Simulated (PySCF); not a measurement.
## Static response to an electric field

Species: C7H7N.
Cartesian coordinates in Å at the PBE0-D3(BJ)/def2-SVP level; atoms count from 1:
```
atom  x, y, z in Å
C1     2.766    0.624    0.347
C2     1.481    0.852    0.657
C3     0.391    0.200   -0.010
C4    -0.883   -0.011   -0.189
C5    -2.294    0.253    0.161
C6    -2.427    1.231    1.237
N7    -2.512    2.008    2.089
C8     0.026   -0.789   -1.083
H9     3.578    1.134    0.871
H10    3.035   -0.082   -0.443
H11    1.215    1.560    1.449
H12   -2.846    0.614   -0.724
H13   -2.795   -0.684    0.462
H14    0.127   -0.504   -2.143
H15    0.180   -1.866   -0.906
```

Level: CAM-B3LYP/def2-SVPD (PySCF), static field, nuclei fixed, core orbitals frozen in the response. The polarisability tensor in these axes (au):

```
x   120.95   1.10  -1.57
y     1.10  72.66  16.61
z    -1.57  16.61  75.73
```

Q: Diagonalise the tensor; give its mean and Δα, where Δα² is half the sum of the squared differences of the eigenvalues.

A: Principal values 57.46, 90.87 and 121.01 au; mean 89.78 au = 13.30 Å³ = 14.80 × 10⁻⁴⁰ C²·m²/J; Δα = 55.06 au (61 % of the mean).

Q: What is the dipole moment, and where does it point?

A: (0.65, -2.21, -2.44) D, 3.36 D in size, pointing from the negative to the positive side. Measured along this direction, the outermost atoms are N7 at the negative end and H15 and H14 at the positive end.

Q: Along which axes do the principal values lie, and how far do the nuclei extend along each?

A: Largest value along (1.00, 0.01, -0.03), where the nuclei span 6.38 Å; middle along (0.01, 0.67, 0.74), 4.79 Å; least along (-0.03, 0.74, -0.67), 1.84 Å. The response follows the extents in order.

Q: Find the Langevin capture rate constant for NO+ (29.998 u) meeting this molecule (105.058 u), k = 2.342 × 10⁻⁹ cm³/s × √(α in Å³ / reduced mass in u).

A: The reduced mass is 23.33 u, so k = 1.77 × 10⁻⁹ cm³/s. The formula leaves out the permanent dipole, which adds to the capture rate.

Q: In a dilute gas of rigid molecules at 298 K, how does the orientational term μ²/3kT compare with the electronic polarisability?

A: In Gaussian units μ²/3kT = 91.35 Å³ against 13.30 Å³, a ratio of 6.87; the Debye molar polarisation (4π/3)N_A(α + μ²/3kT) is 264.0 cm³/mol, leaving out the vibrational part.

The structure is a single PBE0-D3(BJ)/def2-SVP conformer in the gas phase; no vibrational or solvent corrections.
